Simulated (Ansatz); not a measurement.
C$_{2}$H$_{6}$Cl$_{2}$Se$_{2}$Sn, SMILES `C[Se][Sn]([Cl])([Cl])[Se]C`, relaxed with RKS PBE0-D4/def2-TZVP in Ansatz from a PBE-D4/def2-SVP geometry. The force threshold is 0.005 eV/Å; the program also tests the step.

Charge 0, multiplicity 1. Sn takes the def2 core potential.

Start:

```xyz
13

C     1.047    0.689    2.105
Se    1.838   -0.608    0.836
Sn   -0.417   -1.515    0.084
Cl   -1.606   -2.514    1.879
Cl    0.046   -3.169   -1.556
Se   -1.917    0.326   -0.826
C    -0.609    0.904   -2.195
H     0.308    1.334    1.593
H     1.889    1.308    2.467
H     0.580    0.161    2.956
H    -0.503    0.132   -2.978
H    -1.025    1.829   -2.636
H     0.370    1.124   -1.728
```

| step | energy (eV) | largest force (eV/Å) | largest move (Å) |
| --- | --- | --- | --- |
| 1 | -163728.3745 | 0.601 | 0.000 |
| 2 | -163728.4360 | 0.424 | 0.113 |
| 3 | -163728.4706 | 0.084 | 0.047 |
| 4 | -163728.4717 | 0.028 | 0.022 |
| 5 | -163728.4719 | 0.008 | 0.012 |
| 6 | -163728.4720 | 0.004 | 0.009 |
| 7 | -163728.4720 | 0.006 | 0.009 |
| 8 | -163728.4720 | 0.003 | 0.007 |
| 9 | -163728.4721 | 0.002 | 0.009 |
| 10 | -163728.4721 | 0.004 | 0.010 |

End:

```xyz
13

C     1.059    0.669    2.146
Se    1.813   -0.608    0.863
Sn   -0.403   -1.463    0.082
Cl   -1.585   -2.456    1.817
Cl    0.059   -3.093   -1.507
Se   -1.893    0.316   -0.846
C    -0.630    0.889   -2.234
H     0.355    1.336    1.652
H     1.905    1.243    2.520
H     0.581    0.139    2.966
H    -0.514    0.107   -2.980
H    -1.076    1.772   -2.689
H     0.329    1.150   -1.792
```

Hardware: 4 threads of an AMD EPYC 7R13 on a shared host and a share of an NVIDIA H100 80 GB. Wall time 25 s, peak host memory 1.1 GiB.
